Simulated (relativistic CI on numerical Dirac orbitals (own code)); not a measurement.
**Level scheme of In21+**

Calculated at this level of theory: Dirac-Coulomb-Breit CI, KLI orbitals optimised for each configuration, a model potential for QED, unscaled Slater integrals (own radial code, finite nucleus).

Configurations in the expansion (outside the closed core [Ne]): 3s2 3p6 3d10, 3s2 3p6 3d9 4s, 3s2 3p6 3d9 4p, 3s2 3p6 3d9 4d, 3s2 3p6 3d9 4f, 3s2 3p6 3d8 4s2, 3s2 3p5 3d10 4s, 3s2 3p6 3d8 4s 4p, 3s2 3p5 3d10 4p, 3s2 3p6 3d9 5s, 3s2 3p6 3d8 4p2, 3s2 3p6 3d9 5p, 3s2 3p6 3d8 4s 4d, 3s2 3p6 3d9 5d, 3s2 3p6 3d8 4p 4d, 3s2 3p5 3d10 4d, 3s 3p6 3d10 4s, 3s2 3p6 3d9 5f, 3s2 3p5 3d9 4s2, 3s2 3p6 3d9 5g, 3s2 3p6 3d8 4d2, 3s2 3p6 3d9 6s, 3s 3p6 3d10 4p, 3s2 3p5 3d9 4s 4p, 3s2 3p6 3d9 6p, 3s2 3p5 3d10 4f, 3s2 3p6 3d9 6d, 3s2 3p5 3d9 4p2, 3s2 3p5 3d9 4s 4d, 3s 3p6 3d9 4s2, 3s 3p6 3d10 4d, 3s2 3p5 3d10 5s, 3s2 3p5 3d9 4p 4d, 3s2 3p5 3d10 5p, 3s 3p6 3d9 4s 4p, 3s2 3p4 3d10 4s2. Levels of other configurations are missing.

| No. | Configuration | Term | J | E (eV) | % | Next component (%) | jj configuration (%) |
| --- | --- | --- | --- | --- | --- | --- | --- |
| 1 | 3s2 3p6 3d10 | 1S | 0 | 0.000 | 100 |  | closed (100) |
| 2 | 3s2 3p6 3d9 4s | 3D | 3 | 411.934 | 100 |  | 3d5/2^5 4s (100) |
| 3 | 3s2 3p6 3d9 4s | 3D | 2 | 412.844 | 50 | 50 1D | 3d5/2^5 4s (99) |
| 4 | 3s2 3p6 3d9 4s | 3D | 1 | 419.916 | 100 |  | 3d3/2^3 3d5/2^6 4s (100) |
| 5 | 3s2 3p6 3d9 4s | 1D | 2 | 420.648 | 50 | 50 3D | 3d3/2^3 3d5/2^6 4s (99) |
| 6 | 3s2 3p6 3d9 4p | 3P° | 2 | 454.727 | 68 | 23 3D° | 3d5/2^5 4p1/2 (96) |
| 7 | 3s2 3p6 3d9 4p | 3F° | 3 | 455.729 | 50 | 34 1F° | 3d5/2^5 4p1/2 (99) |
| 8 | 3s2 3p6 3d9 4p | 3F° | 2 | 463.020 | 85 | 5 1D° | 3d3/2^3 3d5/2^6 4p1/2 (94) |
| 9 | 3s2 3p6 3d9 4p | 3P° | 1 | 463.987 | 59 | 37 3D° | 3d3/2^3 3d5/2^6 4p1/2 (74) |
| 10 | 3s2 3p6 3d9 4p | 3F° | 4 | 465.593 | 100 |  | 3d5/2^5 4p3/2 (100) |
| 11 | 3s2 3p6 3d9 4p | 1D° | 2 | 467.079 | 62 | 23 3P° | 3d5/2^5 4p3/2 (91) |
| 12 | 3s2 3p6 3d9 4p | 1P° | 1 | 467.604 | 82 | 14 3P° | 3d5/2^5 4p3/2 (73) |
| 13 | 3s2 3p6 3d9 4p | 3D° | 3 | 468.250 | 74 | 26 1F° | 3d5/2^5 4p3/2 (99) |
| 14 | 3s2 3p6 3d9 4p | 3P° | 0 | 471.664 | 100 |  | 3d3/2^3 3d5/2^6 4p3/2 (100) |
| 15 | 3s2 3p6 3d9 4p | 3F° | 3 | 474.388 | 49 | 41 1F° | 3d3/2^3 3d5/2^6 4p3/2 (100) |
| 16 | 3s2 3p6 3d9 4p | 3D° | 1 | 474.717 | 59 | 27 3P° | 3d3/2^3 3d5/2^6 4p3/2 (92) |
| 17 | 3s2 3p6 3d9 4p | 3D° | 2 | 475.889 | 57 | 26 1D° | 3d3/2^3 3d5/2^6 4p3/2 (99) |
| 18 | 3s2 3p6 3d9 4d | 3S | 1 | 532.741 | 76 | 21 3P | 3d5/2^5 4d3/2 (71) |
| 19 | 3s2 3p6 3d9 4d | 3G | 4 | 536.197 | 56 | 41 1G | 3d5/2^5 4d3/2 (98) |
| 20 | 3s2 3p6 3d9 4d | 3P | 2 | 536.603 | 51 | 43 3D | 3d5/2^5 4d3/2 (88) |
| 21 | 3s2 3p6 3d9 4d | 1P | 1 | 537.352 | 53 | 24 3D | 3d5/2^5 4d5/2 (73) |
| 22 | 3s2 3p6 3d9 4d | 3G | 5 | 537.634 | 100 |  | 3d5/2^5 4d5/2 (100) |
| 23 | 3s2 3p6 3d9 4d | 3D | 3 | 537.783 | 44 | 38 3F | 3d5/2^5 4d3/2 (90) |
| 24 | 3s2 3p6 3d9 4d | 3D | 3 | 539.482 | 42 | 39 1F | 3d5/2^5 4d5/2 (89) |
| 25 | 3s2 3p6 3d9 4d | 1D | 2 | 540.011 | 42 | 30 3P | 3d5/2^5 4d5/2 (84) |
| 26 | 3s2 3p6 3d9 4d | 3F | 4 | 540.337 | 79 | 19 1G | 3d5/2^5 4d5/2 (98) |
| 27 | 3s2 3p6 3d9 4d | 3P | 0 | 541.154 | 99 | 1 1S | 3d3/2^3 3d5/2^6 4d3/2 (50) |
| 28 | 3s2 3p6 3d9 4d | 1P | 1 | 543.486 | 46 | 21 3D | 3d3/2^3 3d5/2^6 4d3/2 (72) |
| 29 | 3s2 3p6 3d9 4d | 3G | 3 | 544.092 | 75 | 20 1F | 3d3/2^3 3d5/2^6 4d3/2 (94) |
| 30 | 3s2 3p6 3d9 4d | 3D | 1 | 545.373 | 54 | 40 3P | 3d3/2^3 3d5/2^6 4d5/2 (72) |

Energies count from the lowest computed level; ° marks odd parity. Filled j subshells are mostly left out of the jj labels.

The mean weight of the leading LS term, summed over parents, in these 30 levels is 69 %, and that of the leading jj configuration (from the same eigenvectors) 90 %, so jj coupling describes them better and the LS labels are nominal.

At this charge energies of transitions that change n are usually good to better than 1 %, and those within a shell (Δn = 0) to a few per cent.

LS names give the leading component of a level, which can be under half, so a name can repeat, a term be missing and a line seem to break the LS rules.
